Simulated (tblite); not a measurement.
C5H7PS.
Atom-mapped SMILES: `[CH3:1][CH2:2][c:3]1[p:4][cH:5][cH:6][s:7]1` (hydrogens: H8, H9, H10 on C1; H11, H12 on C2; H13 on C5; H14 on C6)

A start from a force field or distance geometry was refined with GFN2-xTB geometry optimisation, gas phase in tblite 0.8.0. Values at the start:

```tsv
coordinate	start
C1–C2	1.516 Å
C1–H8	1.103 Å
C2–C3	1.516 Å
C2–H11	1.102 Å
C3–P4	1.829 Å
C3–S7	1.736 Å
P4–C5	1.821 Å
C5–C6	1.388 Å
C5–H13	1.080 Å
C6–S7	1.724 Å
C6–H14	1.088 Å
C1–C2–C3	111.5°
C2–C3–P4	121.3°
C2–C3–S7	119.1°
C3–P4–C5	88.7°
C3–S7–C6	94.7°
P4–C3–S7	119.6°
P4–C5–C6	119.6°
C5–C6–S7	117.4°
C1–C2–C3–P4	92°
```

Q: How do these coordinates change at the GFN2-xTB level?

A: 
```
 coordinate  GFN2-xTB (Å or °)  change
      C3–P4              1.714  -0.115
      P4–C5              1.767  -0.054
      C5–C6              1.351  -0.037
      C2–C3              1.495  -0.021
      C1–H8              1.088  -0.015
      C1–C2              1.530  +0.014
     C6–H14              1.076  -0.012
      C6–S7              1.714  -0.010
     C2–H11              1.093  -0.009
      C3–S7              1.731  -0.005
     C5–H13              1.079  -0.001
   C3–P4–C5               93.3    +4.6
   C2–C3–P4              124.7    +3.4
   P4–C3–S7              117.2    -2.4
   P4–C5–C6              117.5    -2.1
   C2–C3–S7              118.0    -1.1
   C5–C6–S7              116.8    -0.6
   C3–S7–C6               95.1    +0.4
   C1–C2–C3              111.3    -0.2
C1–C2–C3–P4                104     +12
```

The energy falls by 7.9 kcal/mol over 66 L-BFGS steps, the largest force on an atom goes from 3.77 to 0.008 eV/Å, and the atoms move by 0.147 Å rms after alignment. The bond that changes most is C3–P4 (ends: substituted aromatic carbon; phosphorus bonded to 2 C), which shortens by 0.115 Å. Bonds longer at the end by more than 0.005 Å: 2 of 14; shorter: 10. Among the dihedrals that turn most is H11–C2–C3–S7, from 151° to 166°. Rotational constants go from 2705, 1605, 1091 to 2930, 1639, 1140 MHz.

Its GFN2-xTB frequencies are all real (lowest 41 cm⁻¹). The numbers are those of one conformer.

The numbers are calculated, not measured.
